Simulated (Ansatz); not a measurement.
Energy needed to pull apart CH$_{3}$Au (SMILES [CH3][Au]), singlet, into free ground-state atoms, from the structure below (displaced at random from a GFN2-xTB minimum); no zero-point or spin–orbit terms; open-shell atoms are treated unrestricted, in their ground-state multiplicity.

```tsv
atom	x (Å)	y (Å)	z (Å)
C1	-0.2171	-0.0129	-0.0213
Au2	1.7687	-0.4570	0.5420
H3	-1.0050	-0.5174	0.4980
H4	-0.2226	-0.1870	-1.1280
H5	-0.4145	1.1576	-0.1715
```

Program: Ansatz 0.2.0. Basis: def2-TZVPP. Cores are frozen in the correlated methods. Filled d shells of the heavier atoms are correlated. Core potentials replace the inner electrons of the atoms past krypton.

```tsv
method	atomization energy (eV)
PBE-D4	?
r2SCAN-D4	15.66
B97M-V	15.42
PBE0-D4	15.44
LC-wPBE	?
wB97M-V	15.36
HF	10.87
MP2	15.39
CCSD	14.96
CCSD(T)	15.26
```

(1) What does PBE-D4 give? (To be estimated.)

(2) What does LC-wPBE give? (Judge from chemistry; the value comes from the calculation.)

The T1 diagnostic stays at or below 0.024.

Results:

(1) By the calculation: 15.86 eV, which is about 0.60 eV more than CCSD(T)/def2-TZVPP.

(2) Computed: 15.17 eV, which is about 0.09 eV less than CCSD(T)/def2-TZVPP.

In triple zeta the MP2 and coupled-cluster atomization energies are still short of their basis limit by a few kcal/mol a bond, whereas those of the functionals are nearly converged, so these differences are not deviations from converged CCSD(T).

For scale, one of the runs: CCSD(T)/def2-TZVPP forces, 129 basis functions (an equivalent command: `ansatz run in.yaml --threads 4`). Hardware: 4 CPU threads, shared host. Wall time 63 s; peak host memory 1.3 GiB.
